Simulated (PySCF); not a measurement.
**V¹²⁺: ionisation energy**

V¹²⁺ [Ne] 3s1 [3s1/2^1, M_J = 1/2] → V¹³⁺ [Ne], as a difference of total energies. All numbers are calculated (PySCF 2.14, the two-component X2C-1e Hamiltonian, in an uncontracted even-tempered set (19 s from 0.88 bohr⁻², ratio 2.4; 13 p from 1.1 bohr⁻², ratio 2.4; 5 d from 4 bohr⁻², ratio 2.6; 4 f from 6 bohr⁻², ratio 2.6)). Correlated levels: 1s2 frozen; the 52 highest virtual spinors dropped. "Screened" scales the spin-orbit matrix elements by Boettger's factors to mimic the two-electron term; Breit and QED terms are absent.

| method | ionisation energy (eV) |
| --- | --- |
| GHF (screened spin-orbit) | 335.68 |
| GMP2 (screened spin-orbit) | 336.25 |

How much does correlation contribute at GMP2 (screened spin-orbit)?

336.25 − (335.68) = 0.57 eV, measured against GHF (screened spin-orbit).

For comparison: 336.27 eV (semi-empirical (NIST evaluation); NIST Atomic Spectra Database, ionization energies).
